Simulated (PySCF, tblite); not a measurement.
Species: C5H6F2O2.
SMILES with atom numbers: `[F:1][CH:2]([F:3])[O:4][C:5]1=[CH:6][O:7][CH2:8][CH2:9]1` (hydrogens: H10 on C2; H11 on C6; H12, H13 on C8; H14, H15 on C9)

Structure optimised with GFN2-xTB, isolated species.

Problem. Give the optimised bond lengths and angles.

Solution. 
```csv
bond,length (Å)
F1–C2,1.338
C2–F3,1.359
C2–O4,1.347
O4–C5,1.383
C5=C6,1.329
C6–O7,1.363
O7–C8,1.433
C8–C9,1.539
C5–C9,1.506
C2–H10,1.108
C6–H11,1.074
"C8–H12, C8–H13",1.094
"C9–H14, C9–H15",1.091
```

Bonds in one row agree within 0.01 Å and their mean is given. A selection of angles:
```csv
angle,degrees
F1–C2–F3,106.2
F1–C2–O4,108.1
F3–C2–O4,112.0
C2–O4–C5,116.1
O4–C5–C6,130.5
O4–C5–C9,119.2
C6–C5–C9,110.3
C5–C6–O7,113.4
C6–O7–C8,108.2
O7–C8–C9,107.6
C5–C9–C8,100.5
```

Torsions: F1–C2–O4–C5 -169° (antiperiplanar); C2–O4–C5–C6 -14° (synperiplanar); O4–C5–C6–O7 179° (antiperiplanar); C5–C6–O7–C8 1° (synperiplanar); C6–O7–C8–C9 -1° (synperiplanar); O7–C8–C9–C5 0° (synperiplanar); O4–C5–C9–C8 180° (antiperiplanar). The mirror-image conformer, all signs reversed, is as good.

Of the pairs four or more bonds apart, C6···H10 is among the closest relative to their van der Waals radii: 2.78 Å, 96 % of the sum of Bondi's values. The 3 C–C bonds span 1.329 Å (C5=C6, drawn double) to 1.539 Å (C8–C9, drawn single), a spread of 0.210 Å. The C–F distances run from 1.338 Å (F1–C2, drawn single) to 1.359 Å (C2–F3, drawn single), a spread of 0.021 Å. O4 (ether oxygen) is bent (angle 116.1°). The 5-membered ring C5–C6–O7–C8–C9 has internal angles of 100.5° to 113.4° (sum 540°, against 540° for a flat polygon); it is planar, 0.00 Å rms from its mean plane, widest ring torsion 1°. The C–O distances run from 1.347 Å (C2–O4, drawn single) to 1.433 Å (O7–C8, drawn single), a spread of 0.086 Å.

Point group: C1 (no symmetry element, even within 0.4 Å). Its GFN2-xTB frequencies are all real (lowest 53 cm⁻¹). The numbers are those of one conformer. 3 starts were optimised and ended at 0.00, 1.48 and 1.78 kcal/mol (GFN2-xTB); the lowest of these is shown.

All values are computed, not measured.
